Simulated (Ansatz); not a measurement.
Total energies of Ge(CF3)2H2 (C₂H₂F₆Ge) from Ansatz at PBE-D4/def2-TZVP, gas phase (1 Eh = 27.2114 eV = 2625.5 kJ/mol). The reference geometry is relaxed at r2SCAN-D4/def2-SVP.

| state | geometry | energy (Eh) |
| --- | --- | --- |
| charge 0 singlet | reference | -2752.82047 |
| charge 1 doublet | reference | -2752.41587 |
| free Ge atom (triplet) | – | -2076.60177 |
| free C atom (triplet) | – | -37.79597 |
| free F atom (doublet) | – | -99.66912 |
| free H atom (doublet) | – | -0.49962 |

**Question.** Work out the vertical ionisation energy to the doublet.

**Answer.** E(charge 1 doublet) − E(charge 0 singlet) = -2752.41587 − (-2752.82047) = 0.40460 Eh = 11.01 eV. For comparison, −ε of the highest occupied level is 8.03 eV at this level, 2.98 eV less.

**Question.** What is the binding energy per atom against free atoms?

**Answer.** Atoms: 1 × (-2076.60177) + 2 × (-37.79597) + 6 × (-99.66912) + 2 × (-0.49962) = -2751.20767 Eh. Binding: -2751.20767 − (-2752.82047) = 1.61280 Eh = 43.89 eV, or 3.99 eV for each of 11 atoms (no zero-point energy, no counterpoise term).
